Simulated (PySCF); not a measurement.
PySCF 2.14 output of a UHF calculation on a single atom or ion in x2c-TZVPPall, with scalar relativity by spin-free X2C-1e:

```
SCF conv_tol = 1e-09
number electrons alpha = 29  beta = 27
cycle= 1 E= -8131.5138309779  delta_E= -0.00209  |g|= 0.0152  |ddm|= 0.0516
cycle= 2 E= -8131.51406550123  delta_E= -0.000235  |g|= 0.00627  |ddm|= 0.0173
cycle= 3 E= -8131.51411792913  delta_E= -5.24e-05  |g|= 0.00109  |ddm|= 0.0136
cycle= 4 E= -8131.51412000467  delta_E= -2.08e-06  |g|= 0.00043  |ddm|= 0.00322
cycle= 5 E= -8131.51412032914  delta_E= -3.24e-07  |g|= 0.000108  |ddm|= 0.00161
cycle= 6 E= -8131.51412036698  delta_E= -3.78e-08  |g|= 1.2e-05  |ddm|= 0.000723
cycle= 7 E= -8131.51412036724  delta_E= -2.56e-10  |g|= 3.03e-06  |ddm|= 5.47e-05
converged SCF energy = -8131.51412036724  <S^2> = 2.0071167  2S+1 = 3.0047407
```

The run itself started from symmetry-adapted Hartree-Fock orbitals and held the occupation by maximum overlap, so the iterations belong to that start.

Problem. Which element, charge and spin multiplicity is this?

Solution. Ba (barium, neutral), multiplicity 3; the state was [Xe] 5d2, high-spin 3F determinant (an excited configuration).

Spin-orbit coupling, absent here, splits the open shell strongly.
